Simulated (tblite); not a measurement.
`C[Si@H](O[SiH3])[SiH]([SiH3])[SiH3]`. Structure optimised with GFN2-xTB, isolated species.

```
atom  x, y, z in Å
C1     1.0933   -0.1902    2.2414
Si2    1.1868   -0.7379    0.4229
O3     2.0445    0.3945   -0.3808
Si4    2.5416    1.5144   -1.4298
Si5   -0.9409   -0.7922   -0.5110
Si6   -2.4474   -2.0020    0.7891
Si7   -1.7211    1.3451   -1.0345
H8     0.6148   -0.9541    2.8474
H9     0.5162    0.7244    2.3531
H10    2.0782   -0.0049    2.6605
H11    2.0560   -1.9217    0.3341
H12    2.0769    1.1073   -2.7568
H13    3.9996    1.5282   -1.3418
H14    1.9457    2.7843   -1.0183
H15   -0.8459   -1.5251   -1.8014
H16   -3.7287   -2.2354    0.1203
H17   -1.9611   -3.3260    1.1912
H18   -2.7708   -1.3041    2.0375
H19   -1.7551    2.1921    0.1652
H20   -3.0904    1.3592   -1.5637
H21   -0.9011    2.0609   -2.0158
```

**Question.** Which two atoms are farthest apart?

**Answer.** H13···H16, 8.72 Å; the next longest distance is 8.09 Å.

**Question.** Work out the bond lengths Si4–H14, Si5–Si6, Si5–Si7, Si6–H17, Si7–H21 in Å.

**Answer.** For Si4–H14 the difference vector is (-0.5959, 1.2699, 0.4115) Å, of length 1.4619 Å. Si4–H14 1.462; Si5–Si6 2.329; Si5–Si7 2.335; Si6–H17 1.467; Si7–H21 1.466 Å.

**Question.** Where is the centre of mass (commonest isotopes), and what is the radius of gyration?

**Answer.** Mass 181.989 u; centre at (0.030, -0.079, -0.150) Å; Rg = √(Σ m r²/M) = 2.548 Å. As Ia + Ib + Ic = 2 Σ m r², the three principal moments sum to 2363.0 u·Å².

**Question.** Give the dihedral angles H10–C1–Si2–O3, H11–Si2–Si5–H15, H15–Si5–Si7–H20, H10–C1–Si2–H11, H9–C1–Si2–H11.

**Answer.** H10–C1–Si2–O3 -54° (synclinal); H11–Si2–Si5–H15 -40° (synclinal); H15–Si5–Si7–H20 66° (synclinal); H10–C1–Si2–H11 56° (synclinal); H9–C1–Si2–H11 176° (antiperiplanar). Dihedral signs follow IUPAC: positive where, seen along the central bond, the front bond turns clockwise onto the rear one.

**Question.** What are the angles C1–Si2–Si5, H12–Si4–H14, O3–Si4–H12, O3–Si4–H13, Si7–Si5–H15?

**Answer.** From the scalar product of the two bond vectors; for C1–Si2–Si5 it is -1.5291 Å² over 1.9015 × 2.3243 Å², cos θ = -0.3460. C1–Si2–Si5 110.2°; H12–Si4–H14 111.6°; O3–Si4–H12 107.4°; O3–Si4–H13 106.0°; Si7–Si5–H15 106.1°.

**Question.** What is the repulsion energy of the bare nuclei, Σ ZA·ZB/RAB?

**Answer.** 709.98 Eh over 210 pairs, with full nuclear charges and distances in bohr; the largest single term is 44.62 Eh (Si2 with Si5).

**Question.** How far are the heavy atoms from their best plane (unweighted least squares)?

**Answer.** 0.631 Å rms; C1 1.07, Si2 0.48, O3 0.31, Si4 0.21, Si5 0.59, Si6 0.37, Si7 0.89 Å (magnitudes).

**Question.** How far apart are these pairs, which share no bond: C1···H19, Si2···H10, Si4···Si7, Si4···H21, Si5···H12, Si6···H9?

**Answer.** C1···H19 4.254 Å (4 bonds apart); Si2···H10 2.518 Å (2 bonds apart); Si4···Si7 4.284 Å (4 bonds apart); Si4···H21 3.535 Å (5 bonds apart); Si5···H12 4.214 Å (4 bonds apart); Si6···H9 4.320 Å (4 bonds apart).

**Question.** Write the matrix of distances between heavy atoms (Å, lower triangle).

**Answer.** 
```
C1    0.000
Si2   1.901  0.000
O3    2.850  1.632  0.000
Si4   4.299  3.216  1.613  0.000
Si5   3.475  2.324  3.215  4.277  0.000
Si6   4.234  3.865  5.224  6.495  2.329  0.000
Si7   4.584  3.862  3.938  4.284  2.335  3.880  0.000
```

Its lowest GFN2-xTB frequency is 4 cm⁻¹, too small to tell a flat minimum from a shallow saddle. The numbers are those of one conformer.

These are computed values.
